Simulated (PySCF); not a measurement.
pyrazine-2-carbonitrile (C5H3N3), SMILES n1ccnc(C#N)c1.

Coordinates come from a PBE0-D3(BJ)/def2-SVP optimisation.

Vertical ionisation energy (IE) and electron affinity (EA) in eV. Rows of orbital energies are one-electron estimates. Where ΔSCF, EOM or ADC give a negative EA the extra electron is unbound and the value depends on the basis.

```json
[
 {"level": "−ε(HOMO), −ε(LUMO), B3LYP/def2-TZVP (PySCF)", "IE": "?", "EA": "?"},
 {"level": "−ε(HOMO), −ε(LUMO), PBE/def2-TZVP (PySCF)", "IE": "6.53", "EA": "3.44"}
]
```

Question: Some entries are withheld; supply them. (An estimate is asked for; the answer gives what the named calculation found.)

Answer: 
- −ε(HOMO), −ε(LUMO), B3LYP/def2-TZVP (PySCF), IE: 7.86
- −ε(HOMO), −ε(LUMO), B3LYP/def2-TZVP (PySCF), EA: 2.74
